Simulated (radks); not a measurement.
Task: Sc, 21 electrons, occupied as [Ar] 3d1 4s2 (the NIST ground configuration). Calculated with a radial shooting solver on a logarithmic mesh with Libxc functionals: Dirac Kohn-Sham, Slater X-alpha with alpha = 0.667, spin-unpolarised, spherical densities, point nucleus; open shells fill j = l - 1/2 first.

Spin-orbit splittings of the eigenvalues, e(l+1/2) - e(l-1/2), with zeta = 2 splitting/(2l+1) and mean radii in bohr:

shell  occ.  splitting (eV)  zeta (eV)  <r> j=l-1/2  <r> j=l+1/2
2p        6               ?          ?       0.3065       0.3091
3p        6          0.5145     0.3430        1.167        1.176
3d        1         0.02952    0.01181        1.918        1.926

Estimate the 2p splitting.

Result: 4.625 eV (zeta = 3.084 eV).
